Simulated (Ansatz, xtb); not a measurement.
## Relative energy of two conformers of ClGeH3O2Si

Structure I: `[OH][Ge][O][SiH2]Cl`, a singlet. Structure II: `[OH][Ge][O][SiH2]Cl`, a singlet. Both are isolated molecules in the gas phase, relaxed with B3LYP-D3(BJ)/def2-SVP.

I (Å):

```xyz
8

Cl    0.3872    0.9980    0.5885
Ge   -2.2337   -0.9747   -1.8019
O    -2.5440    0.5804   -0.9919
O    -0.5267   -1.3041   -1.2299
Si    0.7817   -0.8419   -0.3591
H    -1.8288    0.9475   -0.4439
H     1.0766   -1.8152    0.7200
H     1.9564   -0.6196   -1.2363
```

II (Å):

```yaml
atoms:
  - { symbol: Cl, position_ang: [1.6143, 1.7062, -1.7776] }
  - { symbol: Ge, position_ang: [-0.1227, -1.3443, -3.2962] }
  - { symbol: O, position_ang: [-1.2499, -2.7059, -3.0515] }
  - { symbol: O, position_ang: [-0.2729, -0.6983, -1.5899] }
  - { symbol: Si, position_ang: [0.3054, 0.5287, -0.6564] }
  - { symbol: H, position_ang: [-1.6138, -2.7415, -2.1521] }
  - { symbol: H, position_ang: [1.0694, -0.0127, 0.4945] }
  - { symbol: H, position_ang: [-0.8051, 1.4030, -0.2052] }
```

Q: Which of the two would you expect CCSD(T)/def2-SVP + ΔMP2/def2-TZVPP electronic energies to favour?

A: Too close to call at this level: CCSD(T)/def2-SVP + ΔMP2/def2-TZVPP gives E(II) − E(I) = +0.05 kcal/mol.

Level by level:

| level | geometry | E(II) − E(I) (kcal/mol) | departure from the last row (kcal/mol) | job, with rough time for the two |
| --- | --- | --- | --- | --- |
| B3LYP-D3(BJ)/def2-SVP | B3LYP-D3(BJ)/def2-SVP | +1.68 | +1.63 | optimisation, 2.4 min |
| HF/def2-SVP | B3LYP-D3(BJ)/def2-SVP | +0.56 | +0.51 | part of the CCSD(T) run |
| MP2/def2-SVP | B3LYP-D3(BJ)/def2-SVP | +0.66 | +0.61 | part of the CCSD(T) run |
| CCSD(T)/def2-SVP | B3LYP-D3(BJ)/def2-SVP | +0.76 | +0.71 | single point |
| CCSD(T)/def2-SVP + ΔMP2/def2-TZVPP | B3LYP-D3(BJ)/def2-SVP | +0.05 |  | single point, 26 s |

The largest departure from CCSD(T)/def2-SVP + ΔMP2/def2-TZVPP is that of B3LYP-D3(BJ)/def2-SVP, 1.63 kcal/mol. Levels run at GFN2-xTB geometries aren't shown. The last row adds to CCSD(T) the change of the MP2 difference between the two basis sets, here −0.71 kcal/mol.

With harmonic frequencies from B3LYP-D3(BJ)/def2-SVP (ideal gas, rigid rotor, one conformer each, 298.15 K, 1 atm): on the last row, ΔE + ΔZPE = −0.08 kcal/mol. A mode under 50 cm⁻¹ makes harmonic enthalpies and free energies unreliable, so none is given.

The correlated steps freeze 21 core orbitals; the filled d shell of Ge is correlated, in a basis made for valence electrons. Codes used: Ansatz 0.2.0; the last row on 2 threads of Intel(R) Xeon(R) 6975P-C (Granite Rapids) on a shared host.
